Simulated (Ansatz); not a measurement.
Ansatz (an electronic-structure program) input (B2PLYP/def2-TZVPD):

Ansatz 0.2 input:
```yaml
crystal:
  periodic: [false, false, false]
  atoms:
    - {symbol: Cl, position_ang: [-0.61573836, 2.03551821, 0.05067429]}
    - {symbol: Ga, position_ang: [0.00000000, 0.00000000, 0.00000000]}
    - {symbol: Cl, position_ang: [-1.45548450, -1.55092239, -0.03522251]}
    - {symbol: Cl, position_ang: [2.07122286, -0.48459582, -0.01545179]}
basis:
  gaussian:
    orbitals: def2-TZVPD
hamiltonian:
  xc: {name: B2PLYP}
magnetization: {spin_polarized: true, initial_magnetization: 2}
correlation: {electrons: outside_noble_gas}
```

Output:

```
Functional definition: B2PLYP
integrals: 0.25 GiB planned
1155 factors; integrals over basis functions are off by at most 1.8e-3 eV
0.29 GiB of the device are held for the grids
1.51 GiB of device memory are held for the factors and their scratch space
mean field: 2.22 GiB planned
mean field evaluation 1: about -89917.5032 eV, gradient 1.2e1 eV
mean field evaluation 2: about -89917.6374 eV, gradient 1.2e1 eV
mean field evaluation 4: about -89918.2009 eV, gradient 1.6e0 eV
mean field evaluation 8: about -89918.2147 eV, gradient 1.4e-1 eV
mean field evaluation 16: about -89918.2149 eV, gradient 4.3e-3 eV
mean field evaluation 32: about -89918.2144 eV, gradient 3.5e-1 eV
mean field evaluation 64: about -89918.1649 eV, gradient 4.1e0 eV
mean field -89918.30190391 eV, -3304.4366461545 hartree, gradient 5.0e-6 eV, S^2 2.012307; 6 other end points of the search recorded, 0 dependent functions left out
29 core orbitals not correlated, not the lowest: weight in the atoms' cores, before any rotation towards them, 0.750 or more for the frozen orbitals, at most 0.250 for the correlated occupied ones
reference -89918.30206390 eV, -3304.4366520343 hartree; 13, 11 occupied and 150, 152 virtual orbitals, 1155 factors
second order -20.72290458 eV of doubles, -0.00000000 eV of singles
Total energy: -89923.89724814 eV, -3304.6422712625 hartree
```

This state (charge 0, triplet) is run at the relaxed geometry of the species with charge 0 and multiplicity 1, and is a spin state other than that species' own.
